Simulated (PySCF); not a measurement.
# Spinor energies of Cu⁵⁺ (copper, charge +5)

Start: [Ar] 3d6; 3d3/2 filled at m_j = -3/2, -1/2, +1/2, +3/2; 3d5/2 filled at m_j = +3/2, +5/2. Calculated with PySCF 2.14 in an uncontracted even-tempered set (18 s from 0.2 bohr⁻², ratio 2.8; 13 p from 0.26 bohr⁻², ratio 2.8; 9 d from 0.26 bohr⁻², ratio 2.8; 4 f from 1.7 bohr⁻², ratio 3): generalised Hartree-Fock with the X2C-1e Hamiltonian and a Gaussian nucleus; spin-orbit coupling (SO) screened by Boettger's factors.

| spinor shell | electrons | ε, screened SO (eV) | weight of nominal j (screened SO) | rms radius, screened SO (bohr) |
| --- | --- | --- | --- | --- |
| 1s1/2 | 2 | -9148.1 | 1.000 | 0.0601 |
| 2s1/2 | 2 | -1236.5 | 1.000 | 0.254 |
| 2p1/2 | 2 | -1092.2 | 0.998 | 0.226 |
| 2p3/2 | 4 | -1069.4 | 0.999 | 0.229 |
| 3s1/2 | 2 | -236.12 | 1.000 | 0.741 |
| 3p1/2 | 2 | -191.36 | 0.942 | 0.765 |
| 3p3/2 | 4 | -182.54 | 0.971 | 0.776 |
| 3d3/2 | 4 | -109.95 | 0.929 | 0.837 |
| 3d5/2 | 2 | -109.17 | 1.000 | 0.841 |

| quantity | screened SO |
| --- | --- |
| E (hartree) | -1645.92751 |
| M_J | 4 |
| ⟨J²⟩ | 20.731 |
| ⟨L²⟩ | 21.170 |
| ⟨S²⟩ | 1.553 |

The determinant has a definite M_J but mixes levels of different J.

Each row is a mean over spinors that exchange with the open shell spreads, by up to 8.351 eV (3p3/2).
